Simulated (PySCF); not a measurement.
Compound: C₉H₆FP.
Atom-mapped SMILES: `[F:1][c:2]1[cH:3][p:4][cH:5][c:6]2[cH:7][cH:8][cH:9][cH:10][c:11]12`

Cartesian coordinates in Å at the GFN2-xTB level; atoms count from 1:
```xyz
17
C9H6FP angstrom
F      2.1568   -2.0132   -0.3597
C      1.7739   -0.7229   -0.1925
C      2.7558    0.2144   -0.1498
P      2.4713    1.9327    0.0608
C      0.7640    1.9413    0.1674
C     -0.0987    0.8337    0.0970
C     -1.4962    1.0218    0.2040
C     -2.3627   -0.0328    0.1429
C     -1.8786   -1.3376   -0.0299
C     -0.5340   -1.5605   -0.1394
C      0.3823   -0.4916   -0.0795
H      3.7799   -0.1189   -0.2513
H      0.2993    2.9105    0.3049
H     -1.8682    2.0274    0.3369
H     -3.4268    0.1322    0.2272
H     -2.5728   -2.1631   -0.0754
H     -0.1522   -2.5614   -0.2735
```

Definitions: NICS(0) = −σiso at the ring centroid; NICS(1) = −σiso and NICS(1)zz = −σzz at ±1 Å along the ring normal z. Level: GIAO PBE0/pcSseg-1 (PySCF, non-relativistic, gas phase) on the GFN2-xTB geometry, one conformer.

Ring bond lengths (Å), with Mayer bond orders in brackets: C2–C3 1.358 (1.63), C3–P4 1.754 (1.14), P4–C5 1.711 (1.47), C5–C6 1.406 (1.33), C6–C11 1.421 (1.21), C11–C2 1.415 (1.20); C6–C7 1.414 (1.28), C7–C8 1.366 (1.56), C8–C9 1.402 (1.31), C9–C10 1.367 (1.54), C10–C11 1.409 (1.32), C11–C6 1.421 (1.21).

Give the NICS values of each ring in ppm.

```tsv
ring	type	NICS(0)	NICS(1), two faces	NICS(1)zz, two faces	rms pucker (Å)	centre to ring atoms, mean (Å)
C2–C3–P4–C5–C6–C11	6-membered ring with P; formal bonds all aromatic	-8.7	-10.7 / -10.7	-25.4 / -25.4	0.00	1.50
C6–C7–C8–C9–C10–C11	6-membered carbocycle; formal bonds all aromatic	-9.0	-11.8 / -11.8	-29.1 / -29.1	0.00	1.40
```

What do they say, and how far can they be read as aromaticity?

- C2–C3–P4–C5–C6–C11: mean NICS(1)zz -25.4 ppm, shielded.
- C6–C7–C8–C9–C10–C11: mean NICS(1)zz -29.1 ppm, shielded, aromatic by this magnetic criterion (flat ring, no four-coordinate atom), though in fused rings the probe also feels the neighbouring ring.

How equal are the bonds by HOMA? HOMA takes Krygowski's 1993 parameters.

- C2–C3–P4–C5–C6–C11: HOMA 0.80; the largest term is that of C3–P4, α(R − Ropt)² = 0.38.
- C6–C7–C8–C9–C10–C11: HOMA 0.86 = 1 − EN − GEO, with mean bond length 1.397 Å, EN = α(Ropt − mean)² = 0.020 and GEO = α × variance = 0.123. The geometric and the magnetic index point the same way.

What field does 1 T along the ring normal induce along that normal at the second NICS(1) probe listed for ring C6–C7–C8–C9–C10–C11, 1 Å off the ring?

NICSzz × B0 = -29.1 ppm × 1 T = -29 μT, against the applied field.

What are the shieldings of the ring atoms and their hydrogens in the same run (means over atoms taken as equivalent)?

| atoms | environment | σ isotropic (ppm) | principal values of the symmetric part, first atom (ppm) |
| --- | --- | --- | --- |
| C2 | aromatic C–F carbon | 15.9 | -73.7, 41.8, 79.7 |
| C3 | aromatic CH carbon | 53.9 | -60.4, 48.8, 173.4 |
| P4 | phosphorus bonded to 2 C | 98.4 | -194.5, -4.5, 494.4 |
| C5 | aromatic CH carbon | 20.2 | -146.6, 40.9, 166.1 |
| C6 | ring-fusion aromatic carbon | 44.2 | -26.9, -26.2, 185.8 |
| C7 | aromatic CH carbon | 52.9 | -40.3, 42.5, 156.6 |
| C8 | aromatic CH carbon | 52.9 | -57.1, 38.5, 177.5 |
| C9 | aromatic CH carbon | 53.9 | -55.1, 38.4, 178.5 |
| C10 | aromatic CH carbon | 57.7 | -47.0, 36.7, 183.5 |
| C11 | ring-fusion aromatic carbon | 58.7 | -19.3, 10.8, 184.7 |
| H12 | aromatic hydrogen | 23.22 | 19.5, 22.7, 27.5 |
| H13 | aromatic hydrogen | 22.10 | 18.8, 19.2, 28.2 |
| H14 | aromatic hydrogen | 23.58 | 18.3, 24.3, 28.2 |
| H15 | aromatic hydrogen | 23.72 | 19.5, 24.7, 27.0 |

The list is cut; further classes of hydrogen are left out.

Rough CPU time on one thread of a shared machine: about 2 min. This is the whole shielding run at PBE0/pcSseg-1, SCF included.
